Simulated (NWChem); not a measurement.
## Atomisation of selenophene (C4H4Se)

```
C
C 1 1.3780
H 2 1.0973 1 127.86
H 1 1.1002 2 122.30 3 0.00
C 1 1.4343 4 122.91 2 180.00
C 5 1.3780 1 114.79 4 180.00
H 6 1.0973 5 127.86 1 180.00
H 5 1.1002 6 122.30 7 0.00
Se 2 1.8715 3 120.71 1 180.00
```
Charge 0, spin multiplicity 1.

All runs are NWChem calculations. All single points use one geometry, from PBE/def2-SVP, a minimum by its harmonic frequencies.

Basis set: def2-TZVP. The atomisation energy is electronic alone: no zero-point, thermal, spin-orbit or counterpoise terms. No value is extrapolated to the basis-set limit. Free atoms are single determinants with multiplicities C 3, Se 3, H 2. Correlated methods freeze the same cores in atoms and molecule, 13 orbitals in all.

The Hamiltonian is non-relativistic. The stability of the SCF solutions was not checked. Open-shell Hartree-Fock references start from PBE0 orbitals.

Problem. For the atomisation energy, HF gives 670.2 kcal/mol and MP2 gives 937.9 kcal/mol. What do CAM-B3LYP, r2SCAN, PBE give?

Solution. CAM-B3LYP: 933.3 kcal/mol; r2SCAN: 947.2 kcal/mol; PBE: 973.5 kcal/mol.
